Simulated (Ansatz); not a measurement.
Basis sets compared for the cluster Sn₅S₅ (the lowest singlet isomer of a short search). The state is a singlet with charge 0. Geometry PBE0-D4/def2-SVP. Ansatz on 4 threads of Arm Neoverse V2 on a shared host; times are rough, and most runs start from earlier orbitals.

```xyz
10

Sn   -0.386   -2.310    1.025
Sn   -1.179   -1.261   -2.280
Sn   -1.596    1.848   -0.298
Sn    1.827    0.756   -1.462
Sn    1.374    1.159    2.964
S    -2.179   -0.638    0.074
S    -0.490    1.237   -2.597
S     0.667   -1.120    2.994
S     0.856    2.016    0.628
S     1.107   -1.687   -1.048
```

In the def2 sets Sn takes a core potential; there is no spin–orbit coupling. The structure comes from a short search, and lower isomers may exist.

Binding counts from free atoms (Sn triplet, S triplet) in the same basis, without a counterpoise term.

| level | functions | energy (Eh) | HOMO (eV) | LUMO (eV) | binding per atom (eV) | wall time |
| --- | --- | --- | --- | --- | --- | --- |
| PBE-D4/def2-SVP | 220 | -3061.5089 | -5.34 | -3.39 | 3.50 | 4.6 s |
| PBE0-D4/def2-SVP | 220 | -3061.6863 | -6.18 | -2.84 | 3.33 | 11 s |

(1) Estimate the rows for PBE-D4/def2-TZVP, PBE0-D4/def2-TZVP.

## Answers

(1) 
```csv
level,functions,energy (Eh),HOMO (eV),LUMO (eV),binding per atom (eV),wall time
PBE-D4/def2-TZVP,435,-3062.2271,-5.36,-3.44,3.51,12 s
PBE0-D4/def2-TZVP,435,-3062.3950,-6.18,-2.87,3.36,41 s
```
